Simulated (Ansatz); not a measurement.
Relaxation of CH$_{8}$AlNOSn (13 atoms, charge 0, multiplicity 1), to a largest force component of 0.015 eV/Å in at most 40 steps.

Level of theory: Ansatz 0.2.0, RKS PBE0-D4/def2-mTZVP.

```xyz
13
Properties=species:S:1:pos:R:3
N -1.147 -0.017 -1.047
C -0.031 -0.222 -0.218
Sn -0.497 -1.854 1.085
O 0.343 0.923 0.569
Al 1.393 2.098 -0.328
H -1.953 0.452 -0.466
H -0.917 0.747 -1.773
H 0.871 -0.538 -0.848
H -1.833 -1.420 2.144
H 0.931 -2.172 2.132
H -0.852 -3.276 0.170
H 2.994 1.963 -0.163
H 0.718 3.282 -1.241
```

Where does it end, and by what steps?

The forces met the threshold. After 28 steps the energy has fallen by 0.798 eV; H13 moved furthest, 1.27 Å.

```tsv
step	energy less start (eV)	largest force component (eV/Å)	accepted
0	0.0000	2.925	yes
1	-0.3410	1.141	yes
2	-0.4779	0.623	yes
3	-0.5419	0.632	yes
4	-0.6072	0.444	yes
5	-0.6487	0.539	yes
6	-0.7069	0.263	yes
7	-0.7372	0.119	yes
8	-0.7523	0.245	yes
9	-0.7711	0.149	yes
10	-0.7728	0.165	yes
11	-0.7741	0.184	yes
12	-0.7832	0.051	yes
13	-0.7857	0.086	yes
14	-0.7859	0.152	yes
15	-0.7884	0.086	yes
16	-0.7920	0.107	yes
17	-0.7936	0.074	yes
18	-0.7950	0.105	yes
19	-0.7954	0.076	yes
20	-0.7955	0.126	yes
21	-0.7969	0.039	yes
22	-0.7967	0.148	no
23	-0.7973	0.017	yes
24	-0.7975	0.017	yes
25	-0.7978	0.042	yes
26	-0.7978	0.034	no
27	-0.7979	0.017	yes
28	-0.7980	0.013	yes
```

```xyz
13
Properties=species:S:1:pos:R:3
N -1.090 0.054 -1.183
C 0.104 -0.508 -0.633
Sn -0.435 -1.717 1.105
O 1.119 0.398 -0.260
Al 1.278 2.070 -0.014
H -1.558 0.682 -0.539
H -0.909 0.567 -2.043
H 0.529 -1.177 -1.386
H -1.383 -0.695 2.113
H 0.969 -2.195 1.962
H -1.348 -3.101 0.675
H 2.716 2.556 0.421
H 0.027 3.031 -0.203
```

Whether the end is a true minimum wasn't checked by a vibrational analysis.

Time of the run: 7.9 min on 2 threads of Intel(R) Xeon(R) Processor @ 2.50GHz (Skylake/Cascade Lake), with other jobs on the host, peak memory 0.45 GiB.
